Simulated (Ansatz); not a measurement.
Ga(NCO)(OH)2 (CH2GaNO3), SMILES O=C=[N][Ga]([OH])[OH].

Geometry: r2SCAN-D4/def2-SVP. One conformer was computed; it need not be the lowest.

Two levels are set side by side: PBE/def2-SVPD (Ansatz, a first-principles code) and CAM-B3LYP/def2-SVPD (Ansatz). Energy differences of separate SCF runs at the same geometry; the states with an electron removed or added have multiplicity 2 and 2. Differences are taken from unrounded values.

```json
[
 {"quantity": "vertical ionisation energy (eV)", "CAM-B3LYP": "11.34", "PBE": "10.48", "PBE minus CAM-B3LYP": "-0.87"},
 {"quantity": "vertical singlet–triplet gap (eV)", "CAM-B3LYP": "6.36", "PBE": "5.37", "PBE minus CAM-B3LYP": "-0.98"}
]
```
